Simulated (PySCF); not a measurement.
# Spinor energies of C²⁺ (carbon, charge +2)

Start: [He] 2s2. Calculated with PySCF 2.14 in an even-tempered Gaussian basis (19 s from 0.015 bohr⁻², ratio 2.6; 12 p from 0.019 bohr⁻², ratio 2.6; 9 d from 0.02 bohr⁻², ratio 2.8; 5 f from 1.1 bohr⁻², ratio 2.8): generalised Hartree-Fock with the X2C-1e Hamiltonian and a Gaussian nucleus; spin-orbit coupling (SO) screened by Boettger's factors.

```json
{"spinor shell": "1s1/2", "electrons": "2", "ε, screened SO (eV)": "-344.35", "weight of nominal j (screened SO)": "1.000", "rms radius, screened SO (bohr)": "0.310"}
{"spinor shell": "2s1/2", "electrons": "2", "ε, screened SO (eV)": "-46.117", "weight of nominal j (screened SO)": "1.000", "rms radius, screened SO (bohr)": "1.49"}
```

```csv
quantity,screened SO
E (hartree),-36.42362
M_J,0
⟨J²⟩,0.000
⟨L²⟩,0.000
⟨S²⟩,0.000
```
